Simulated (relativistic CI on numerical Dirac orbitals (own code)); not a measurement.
## One change at a time: Tc

Base calculation: Dirac-Coulomb-Breit CI, KLI orbitals optimised for each configuration, model QED, valence Slater integrals scaled by 0.85, P86 correlation energy added to each configuration.

Configuration list (outside the closed core [Kr]): 4d⁵5s², 4d⁶5s, 4d⁵5s5p, 4d⁶5p, 4d⁷, 4d⁶5d, 4d⁵5p², 4d⁶6s, 4d⁵5s5d, 4d⁶6p, 4d⁵5s6s, 4d⁵5s7s, 4d⁵5s6p, 4d⁵5s4f, 4d⁵5s7p, 4d⁵5s6d, 4d⁴5s²5p, 4d⁵5s8s, 4d⁵5d², 4d⁵5s5g, 4d⁵5s5f, 4d⁵5s8p, 4d⁵5s6f, 4d⁴5s²4f. Levels of other configurations are missing.

The lowest level and the first level of each name with at least 55 % of one term (blank where a level has no safe partner in the second run):

```tsv
Level	Base (cm⁻¹)	Shift (cm⁻¹)
4d⁵5s² ⁶S5/2	0.0	0.0
4d⁶5s ⁶D9/2	2639.2	-3133.7
4d⁶5s ⁶D7/2	3260.5	-3121.2
4d⁶5s ⁶D5/2	3684.3	-3106.5
4d⁶5s ⁶D3/2	3969.4	-3095.7
4d⁶5s ⁶D1/2	4135.6	-3089.6
4d⁵5s5p ⁸P°5/2	10918.6	-3472.0
4d⁵5s5p ⁸P°7/2	11339.3	-3460.3
4d⁶5s ⁴D7/2	11708.6	+324.3
4d⁵5s5p ⁸P°9/2	11909.1	-3459.3
4d⁶5s ⁴D5/2	12152.3	+529.9
4d⁶5s ⁴D3/2	12665.5	+497.0
4d⁶5s ⁴D1/2	12979.8	+443.0
4d⁶5s ⁴P5/2	13969.8	+835.8
```

Correlation outside the listed configurations is missing or only estimated: errors of thousands of cm⁻¹ between configurations and terms are usual at this charge. Rates and lifetimes follow the computed energies and can be off by large factors. The fine structure of a lone outer electron comes out too small, for d and f at times inverted, and misplaced configurations move strength between like terms. 30 of the 33 excited levels that our extract of the measured tables holds in this range could be paired (the sources list more); they are missed by 2485 cm⁻¹ on average and 5614 at most, and levels without a partner can miss by more.

One thing was changed in a second run, which moved the levels as shown. Which?
A. configuration mixing switched off
B. Slater integrals left unscaled
C. Breit term removed
D. QED terms removed
E. valence Slater integrals scaled by 0.75

A. Configuration mixing switched off. Without mixing, levels that were pushed by configurations of the same parity and J return to their single-configuration places.

LS names give the leading component of a level, which can be under half, so a name can repeat, a term be missing and a line seem to break the LS rules.
